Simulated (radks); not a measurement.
Results of a calculation; reference values are marked as such.
As3-, 36 electrons, occupied as [Kr]. Code: a radial shooting solver on a logarithmic mesh with Libxc functionals. Model: scalar-relativistic Kohn-Sham, PBE, spin-polarised, spherical densities, finite nucleus; Fermi nuclear charge, rms radius 4.0968 fm; Watson sphere of charge +3 and radius 3.87 bohr.

Local quantities along the radius. ELF = 1/(1 + alpha^2) is the electron localisation function; alpha = (tau - tau_W)/tau_unif compares the Pauli kinetic energy density with that of the uniform gas (summed over spins). tau is taken from the large components.

```
   r/bohr * ELF (the largest magnitude, 1, reaches the edge; | marks zero)
 0.002657 |                                                      *
 0.003543 |                                                      *
 0.004688 |                                                      *
 0.006203 |                                                      *
 0.008208 |                                                      *
  0.01086 |                                                      *
  0.01448 |                                                      *
  0.01916 |                                                      *
  0.02536 |                                                     *
  0.03355 |                                                  *
  0.04439 |                                      *
  0.05921 |                   *
  0.07834 |                *
   0.1037 |                              *
   0.1372 |                                          *
   0.1829 |                                        *
    0.242 |                     *
   0.3202 |             *
   0.4237 |                                *
   0.5606 |                                          *
   0.7478 |                                     *
   0.9894 |                   *
    1.309 |         *
    1.732 |                         *
    2.292 |                                         *
    3.057 |                                         *
    4.044 |                                     *
    5.351 |                      *
     7.08 |    *
    9.368 *
```

On this mesh the ELF has minima near r = 0.068, 0.28, 1.3 bohr, which separate the shells, and maxima near 0.16 (0.80), 0.56 (0.77), 2.6 (0.78).
